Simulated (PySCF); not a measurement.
## Worked example: chemical shift, span and skew from a shielding tensor

C4H10O, SMILES CCCCO. Atoms are numbered in the order given.

```xyz
15

C     -0.2908    -2.5043     0.0000
C      0.5234    -1.2204     0.0000
C     -0.3366     0.0342     0.0000
C      0.4663     1.3165     0.0000
O     -0.4223     2.4024     0.0000
H     -0.9413    -2.5636     0.8873
H      0.3549    -3.3955     0.0000
H     -0.9413    -2.5636    -0.8873
H      1.1906    -1.2068    -0.8803
H      1.1906    -1.2068     0.8803
H     -1.0005     0.0419    -0.8817
H     -1.0005     0.0419     0.8817
H      1.1308     1.3308    -0.8895
H      1.1308     1.3308     0.8895
H      0.0908     3.2152     0.0000
```

Geometry optimised at PBE0-D3(BJ)/def2-SVP. One conformer was computed; it need not be the lowest.

GIAO shieldings from PBE/pcSseg-1 (PySCF), non-relativistic, no solvent. The symmetric part of the tensor of C4 has the principal values 83.6, 92.9, 152.4 ppm. The same nucleus in TMS has σ = 182.0 ppm at this level (PySCF, at its B3LYP-D3(BJ)/def2-TZVP geometry).

Question: Work out the isotropic shielding, the ¹³C shift against TMS, the span and the skew.

Answer: 
σ(iso) = (σ11 + σ22 + σ33)/3 = 109.6 ppm. δ = σ(ref) − σ(iso) = 182.0 − (109.6) = 72.4 ppm.
Span Ω = σ33 − σ11 = 68.8 ppm. Skew κ = 3(σ(iso) − σ22)/Ω = 0.73. Tumbling in solution averages the tensor to δ; in a static solid the shielding alone would spread this spin-1/2 line over Ω.
